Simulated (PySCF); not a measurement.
B(H)(Cl)(Me) (CH4BCl), SMILES CBCl. Heavy atoms are numbered as in [BH:1]([Cl:3])[CH3:4]. Hydrogens are named by the atom that carries them.

Coordinates come from a B3LYP-D3(BJ)/def2-TZVP optimisation.

Computed with KT2/pcSseg-2 (PySCF).

GIAO shieldings, no solvent; atoms alike by connectivity are averaged. δ = σ(ref) − σ: ¹¹B against BF3 (σ = 89.2 ppm); ¹H against TMS (σ = 31.47 ppm); ³⁵Cl against HCl (σ = 945.0 ppm); ¹³C against TMS (σ = 184.2 ppm), references at their B3LYP-D3(BJ)/def2-TZVP geometries, non-relativistic (without spin–orbit terms, shifts of atoms bonded to Cl or Br come out too high).

Task: Estimate the chemical shifts. (Estimate from the structure and the level; the computed values follow.)

Result: 
```
nucleus     atoms  count  δ (ppm)
-------  --------  -----  -------
¹¹B       B1 (BH)      1     65.3
¹H        H on B1      1     7.11
¹H        H on C4      3     1.21
³⁵Cl          Cl3      1    328.3
¹³C      C4 (CH3)      1     17.9
```
